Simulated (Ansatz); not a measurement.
ClFH5NSi2 (`F[SiH2]N[SiH2]Cl`), relaxed with RKS PBE0-D4/def2-TZVP in Ansatz 0.2.0 from a PBE-D4/def2-SVP geometry. The force threshold is 0.005 eV/Å; the program also tests the step.

The species carries charge 0 and has multiplicity 1.

Start:

```xyz
10

F    -1.343    0.695   -2.119
Si   -1.449    0.418   -0.506
N    -0.188   -0.630    0.081
Si    1.394   -0.185    0.666
Cl    2.846   -0.169   -0.834
H    -1.298    1.734    0.190
H    -2.772   -0.246   -0.278
H    -0.323   -1.630   -0.106
H     1.841   -1.187    1.687
H     1.291    1.201    1.219
```

| step | energy (eV) | largest force (eV/Å) | largest move (Å) |
| --- | --- | --- | --- |
| 1 | -32558.7518 | 1.032 | 0.000 |
| 2 | -32558.8143 | 0.620 | 0.040 |
| 3 | -32558.8300 | 0.097 | 0.029 |
| 4 | -32558.8309 | 0.026 | 0.008 |
| 5 | -32558.8309 | 0.006 | 0.004 |
| 6 | -32558.8310 | 0.013 | 0.010 |
| 7 | -32558.8311 | 0.006 | 0.010 |
| 8 | -32558.8312 | 0.009 | 0.023 |
| 9 | -32558.8312 | 0.006 | 0.003 |
| 10 | -32558.8312 | 0.002 | 0.004 |
| 11 | -32558.8312 | 0.002 | 0.005 |

End:

```xyz
10

F    -1.353    0.702   -2.062
Si   -1.431    0.410   -0.493
N    -0.172   -0.621    0.043
Si    1.371   -0.182    0.653
Cl    2.838   -0.208   -0.790
H    -1.286    1.705    0.203
H    -2.735   -0.250   -0.262
H    -0.302   -1.607   -0.144
H     1.797   -1.150    1.686
H     1.274    1.201    1.165
```

Hardware: 4 threads of a server CPU on a shared host. Wall time 33 s, peak host memory 0.58 GiB.
